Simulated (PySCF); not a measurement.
## C₆ coefficients of unlike pairs at PBE

Calculated with PySCF 2.14 from the dipole response of each species, C₆(A,B) = (3/π) ∫ α_A(iu) α_B(iu) du, in atomic units, from isotropic polarisabilities. For ions this is the dispersion term alone; charge-induced terms of lower order in 1/R come first.

```csv
species,configuration,basis,relativity,α (bohr³),C₆ (like pair)
S³⁺,[Ne] 3s2 3p1 (2P),"x2c-QZVPPall with one added diffuse shell each of s, p, d, f type (10s7p5d3f1g)",spin-free X2C,5.293,14.03
Ba,[Xe] 6s2 (1S),"aug-cc-pwCVTZ-X2C with one added diffuse shell each of s, p, d, f type (12s11p9d5f)",spin-free X2C,266.4,5192
P,[Ne] 3s2 3p3 (4S),"x2c-QZVPPall with one added diffuse shell each of s, p, d, f type (10s7p5d3f1g)",spin-free X2C,27.59,206.1
Ti³⁺,[Ar] 3d1 (2D),"x2c-TZVPPall with one added diffuse shell each of s, p, d, f type (7s6p5d3f1g)",spin-free X2C,2.315,5.856
```

Question: Estimate C₆ for Ti³⁺ with Ba.

Answer: The integral gives 95.95. The combination rule 2 C_A C_B / (C_A α_B/α_A + C_B α_A/α_B) gives 84.58 and the geometric mean 174.4.

No spin-orbit coupling is included.

The other pairs:

| pair | C₆ |
| --- | --- |
| P, Ba | 877.8 |
| Ti³⁺, S³⁺ | 8.416 |
| P, S³⁺ | 51.69 |
| Ti³⁺, P | 28.15 |
| Ba, S³⁺ | 194.4 |
